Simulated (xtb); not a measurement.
singlet oxygen (O₂), singlet, at a GFN2-xTB geometry. Base run: GFN2-xTB (xtb 6.7.1).

Input for xtb:
```
$ xtb mol.xyz --gfn 2 --json

# file mol.xyz
2

O     -0.00000000    -0.00000000    -0.60495136
O      0.00000000     0.00000000     0.60495136
```

The base run was repeated with changes; each row names its change, and settings that it needs were set with it.

```tsv
change	ΔE vs base (kcal/mol)	HOMO-LUMO gap (eV)	G_solv (kcal/mol)	SCF cycles
base	0.000	0.00	-	6
alpb = benzene	-0.524	0.00	-0.52	6
alpb = ether	[?]	0.00	[?]	6
etemp = 5000	-25.90	0.00	-	6
acc = 0.0001	0.000	0.00	-	8
file = coord	0.000	0.00	-	6
```

Problem. Some entries are withheld; supply them.

Solution. 
- alpb = ether, ΔE vs base (kcal/mol): 1.35
- alpb = ether, G_solv (kcal/mol): 1.35

ALPB and GBSA are two models with their own fitted parameters for each solvent, which aren't always the measured dielectric constant.
